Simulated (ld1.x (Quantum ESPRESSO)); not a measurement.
## An all-electron radial function and its pseudo partner (platinum)

Columns: radius, all-electron u(r) and pseudo u(r) of the 5d shell (level -6.07 eV) of platinum in the configuration [Xe] 4f14 5d9 6s1 6p0; revPBE, scalar-relativistic, ultrasoft scheme, ld1.x (Quantum ESPRESSO) 7.5.

```json
{"r (bohr)": "0.140", "all-electron": "0.2144", "pseudo": "0.0037"}
{"r (bohr)": "0.280", "all-electron": "-0.3030", "pseudo": "0.0282"}
{"r (bohr)": "0.420", "all-electron": "-0.3437", "pseudo": "0.0881"}
{"r (bohr)": "0.560", "all-electron": "-0.0345", "pseudo": "0.1874"}
{"r (bohr)": "0.700", "all-electron": "0.3107", "pseudo": "0.3183"}
{"r (bohr)": "0.840", "all-electron": "0.5727", "pseudo": "0.4634"}
{"r (bohr)": "0.980", "all-electron": "0.7349", "pseudo": "0.6006"}
{"r (bohr)": "1.120", "all-electron": "0.8150", "pseudo": "0.7093"}
{"r (bohr)": "1.260", "all-electron": "0.8373", "pseudo": "0.7762"}
{"r (bohr)": "1.400", "all-electron": "0.8223", "pseudo": "0.7976"}
{"r (bohr)": "1.540", "all-electron": "0.7855", "pseudo": "0.7803"}
{"r (bohr)": "1.680", "all-electron": "0.7370", "pseudo": "0.7376"}
{"r (bohr)": "1.820", "all-electron": "0.6833", "pseudo": "0.6837"}
{"r (bohr)": "1.960", "all-electron": "0.6286", "pseudo": "0.6286"}
{"r (bohr)": "2.100", "all-electron": "0.5751", "pseudo": "0.5751"}
{"r (bohr)": "2.240", "all-electron": "0.5243", "pseudo": "0.5243"}
{"r (bohr)": "2.380", "all-electron": "0.4767", "pseudo": "0.4767"}
{"r (bohr)": "2.520", "all-electron": "0.4326", "pseudo": "0.4326"}
{"r (bohr)": "2.660", "all-electron": "0.3920", "pseudo": "0.3920"}
{"r (bohr)": "2.800", "all-electron": "0.3549", "pseudo": "0.3549"}
{"r (bohr)": "2.940", "all-electron": "0.3211", "pseudo": "0.3211"}
{"r (bohr)": "3.080", "all-electron": "0.2904", "pseudo": "0.2904"}
{"r (bohr)": "3.220", "all-electron": "0.2625", "pseudo": "0.2625"}
{"r (bohr)": "3.360", "all-electron": "0.2373", "pseudo": "0.2373"}
{"r (bohr)": "3.500", "all-electron": "0.2144", "pseudo": "0.2144"}
{"r (bohr)": "3.640", "all-electron": "0.1938", "pseudo": "0.1938"}
```

Q: How many radial nodes do the two functions have?

A: The all-electron 5d function has n − l − 1 = 2; the pseudo-wave has 0, since the states of the same l below it are removed with the core.

Q: At about which radius was the pseudo-wave matched?

A: 1.95 bohr, where the columns begin to agree (steps of 0.14 bohr).

Q: Is the pseudo-wave norm-conserving?

A: No, it belongs to an ultrasoft set: the norm inside the radius is not constrained, and the difference is carried by the augmentation charge.
